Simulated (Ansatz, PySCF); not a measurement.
Ligand exchange on a metal centre used in film growth or etching (Ta F-NH2). Gas-phase values, no solvent. One relaxed conformer stands for each flexible species; it need not be the lowest.

Quantity: redistribution energy (mixed species minus the weighted end members), in eV.

Level 1: frozen-core MP2/def2-TZVPP // PBE-D3(BJ)/def2-SVP (Ansatz, a program for electronic structure)
Level 2: BP86/6-31G* (LANL2DZ on Ta) // PBE-D3(BJ)/def2-SVP (PySCF)
Level 3: PBE/6-31G* (LANL2DZ on Ta) // PBE-D3(BJ)/def2-SVP (PySCF)
Level 4: SVWN5/6-31G* (LANL2DZ on Ta) // PBE-D3(BJ)/def2-SVP (PySCF)

```tsv
species	level 1	level 2	level 3	level 4
4 of 5 F replaced by NH2: [Ta(F)(NH2)4]	-0.328	-0.364	-0.359	-0.385
2 of 5 F replaced by NH2: [Ta(F)3(NH2)2]	-0.366	-0.46	-0.46	-0.50
3 of 5 F replaced by NH2: [Ta(F)2(NH2)3]	-0.382	-0.385	-0.379	-0.392
1 of 5 F replaced by NH2: [Ta(F)4(NH2)]	-0.359	-0.372	-0.367	-0.392
```
